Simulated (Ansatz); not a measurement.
This Ansatz (a quantum-chemistry and plane-wave program) input (r2SCAN/6-311G**) gives -99.71208 Eh with 18 basis functions. A basis named .json is the Basis Set Exchange file of that set (core-valence sets with the plain set on hydrogen).

Ansatz 0.2 input:
```yaml
crystal:
  periodic: [false, false, false]
  atoms:
    - {symbol: F, position_ang: [0.00000000, 0.00000000, 0.00000000]}
basis:
  gaussian:
    orbitals: 6-311G__.json
hamiltonian:
  xc: {name: r2SCAN}
magnetization: {spin_polarized: true, initial_magnetization: 1}
scf: {lower_state_search: full}
```

Change:
```diff
- orbitals: 6-311G__.json
+ orbitals: def2-QZVPP.json
```

Question: What does the run give now?

Answer: -99.73276 Eh (r2SCAN/def2-QZVPP, 57 functions), a change of -20.68 mEh.
